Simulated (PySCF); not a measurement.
## Ionising HBr

RHF-CCSD(T); PySCF, scalar-relativistic core potentials, basis sets H cc-pVTZ, Br cc-pVTZ-PP with ECP10. Neutral (RHF): singlet (closed shell), Re = 1.411 Å, ωe = 2688 cm⁻¹, De = 3.99 eV.

HBr⁺ (UHF): doublet (π ↑), Re = 1.443 Å, ωe = 2480 cm⁻¹, De = 3.98 eV to H + Br⁺. The energies at the minima are -416.35249 hartree for HBr and -415.92501 for HBr⁺.

Problem. Work out the adiabatic ionisation energy, without and with harmonic zero-point energies (1 hartree = 27.2114 eV, 1 eV = 8065.5 cm⁻¹), and the change of the bond length.

Solution. At CCSD(T): 0.42748 hartree = 11.632 eV between the minima; the zero-point term (2480.0 − 2688.0)/2 cm⁻¹ = -0.013 eV makes it 11.619 eV. Re changes by +3.2 pm against the neutral. The electron leaves a π orbital, which is non-bonding in a hydride.

Correlated steps freeze 4 core orbitals. Spin–orbit coupling is left out. For an ion De counts to the pair picked by the measured ionisation energies or electron affinities, which need not be the lowest pair at this level. Where the molecule has an RHF reference, its open-shell atoms are computed with UHF. States were picked by a PBE0 search and need not be the measured ground states.

Neutral and ion stand on different kinds of reference determinant, which adds to the error of the difference.
